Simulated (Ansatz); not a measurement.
System: chloro-tris(methylsulfanyl)silane, C$_{3}$H$_{9}$ClS$_{3}$Si, charge 0, multiplicity 1. SMILES: CS[Si](SC)(Cl)SC
Coordinates optimised at B3LYP-D3(BJ)/def2-TZVP (Ansatz, a quantum-chemistry and plane-wave program):
```xyz
17

C      3.0445     0.1745     0.0691
S      1.6655     0.8067     1.1002
Si    -0.0071    -0.0186     0.0981
Cl     0.1408     0.3694    -1.9479
S     -0.0572    -2.1103     0.4226
C     -1.3438    -2.6251    -0.7790
S     -1.7806     0.8518     0.8596
C     -1.6623     2.5512     0.1795
H      2.9794     0.5763    -0.9387
H      3.0359    -0.9122     0.0426
H      3.9609     0.5193     0.5432
H     -1.4688    -3.6980    -0.6490
H     -2.2849    -2.1220    -0.5715
H     -1.0200    -2.4141    -1.7948
H     -1.6962     2.5280    -0.9066
H     -0.7501     3.0364     0.5176
H     -2.5251     3.0921     0.5622
```

Property: atomisation energy (electronic, to ground-state atoms), in kcal/mol. Correlated levels leave the core frozen unless marked. Open shells are spin-unrestricted. Spin-orbit coupling is left out. No relativistic terms. The coupled-cluster limit lacks core correlation, which all-electron functionals hold. CBS marks a two-point X^-3 extrapolation of the correlation energy; Hartree-Fock from the larger set. [CCSD(T)-MP2]/basis is that difference in the basis named.

```
level                                                                             program  atomisation energy (kcal/mol)
-------------------------------------------------------------------------  --------------  -----------------------------
PBE-D4/def2-TZVPD                                                          Ansatz + dftd4                         1498.1
r2SCAN/def2-TZVPD                                                                  Ansatz                         1473.8
r2SCAN-D4/def2-TZVPD                                                       Ansatz + dftd4                         1477.8
B3LYP-D3(BJ)/def2-TZVPD                                                    Ansatz + dftd3                         1466.0
B3LYP-D4/def2-TZVPD                                                        Ansatz + dftd4                         1463.3
PBE0/def2-TZVPD                                                                    Ansatz                         1465.8
BHLYP/def2-TZVPD                                                                   Ansatz                              ?
r2SCAN0-D4/def2-TZVPD                                                      Ansatz + dftd4                         1460.1
r2SCAN0/def2-TZVPD                                                                 Ansatz                         1455.3
CAM-B3LYP-D3(BJ)/def2-TZVPD                                                Ansatz + dftd3                              ?
wB97X-V/def2-TZVPD                                                                 Ansatz                         1476.6
RI-MP2/CBS(aug-cc-pV(T+d)Z,aug-cc-pV(Q+d)Z)+[CCSD(T)-MP2]/aug-cc-pV(T+d)Z          Ansatz                              ?
```

### Question
Some entries are withheld; supply them.

### Answer

- BHLYP/def2-TZVPD, atomisation energy (kcal/mol): 1408.9
- CAM-B3LYP-D3(BJ)/def2-TZVPD, atomisation energy (kcal/mol): 1462.5
- RI-MP2/CBS(aug-cc-pV(T+d)Z,aug-cc-pV(Q+d)Z)+[CCSD(T)-MP2]/aug-cc-pV(T+d)Z, atomisation energy (kcal/mol): 1472.1
